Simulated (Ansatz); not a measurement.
A series at Zr: from `[Br][Zr]([Br])([Br])[Br]`, ligands are replaced one by one, each step taking up HCl and setting free HBr; n counts the steps. Ansatz, PBE0-D4/def2-TZVP geometries.

| n | molecule | HOMO energy, ωB97M-V/def2-TZVPP (eV) |
| --- | --- | --- |
| 0 | `[Br][Zr]([Br])([Br])[Br]` | -11.04 |
| 1 | `[Cl][Zr]([Br])([Br])[Br]` | -11.03 |
| 2 | `[Cl][Zr]([Cl])([Br])[Br]` | ? |
| 3 | `[Cl][Zr]([Cl])([Cl])[Br]` | -11.39 |
| 4 | `[Cl][Zr]([Cl])([Cl])[Cl]` | -11.92 |

**Question.** By hand: fit a straight line y = ȳ + b (n − n̄) to the 4 given rows and predict n = 2.

**Answer.** n̄ = 2.000, ȳ = -11.345; Σ(n − n̄)(y − ȳ) = -2.120, Σ(n − n̄)² = 10.000, so b = -0.212 eV a step. Prediction: -11.345 + (-0.212) × (0.000) = -11.35 eV.

**Question.** By hand: compare with the computed value, -11.15 eV, and give the steps along the whole series.

**Answer.** The line misses by 0.20 eV (computed minus predicted). Steps: 0.01, -0.12, -0.24, -0.53 eV.

The steps change sign along the series, so a line is a poor guide. The highest orbital can change its character along such a series. The miss is 22.5 % of the series' range.

Spin–orbit coupling is left out; it splits and shifts lone-pair levels of the heavy atoms by tenths of an eV.
